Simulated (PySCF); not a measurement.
Au(CO) (CAuO), SMILES [O+]#[C-]->[Au+], charge +1, multiplicity 1.

The structure is a stationary point at B3LYP-D3(BJ)/def2-TZVP. The multiplicity is an assumed one; other spin states were not compared. The isomer is the one that the SMILES or the coordinates give; other isomers of the formula were not compared. The def2 effective core potentials stand for the cores of Au; spin–orbit coupling is left out.

All values below come from B3LYP-D3(BJ)/def2-TZVP in PySCF.

Frequencies are harmonic and unscaled.

Modes within 1.5 cm⁻¹ of each other (mostly degenerate sets) share a row, with their intensities summed.

| mode | ν (cm⁻¹) | IR (km/mol) | Raman (Å⁴/amu) | depolarisation | moving atoms (share of kinetic energy) |
|---|---|---|---|---|---|
| 1–2 | 309 | 1.3 | 0.2 | 0.75 | C 76 %, O 23 % |
| 3 | 383 | 13.6 | 0.2 | 0.70 | O 52 %, C 35 %, Au 12 % |
| 4 | 2306 | 202.6 | 67.5 | 0.28 | C 59 %, O 41 % |
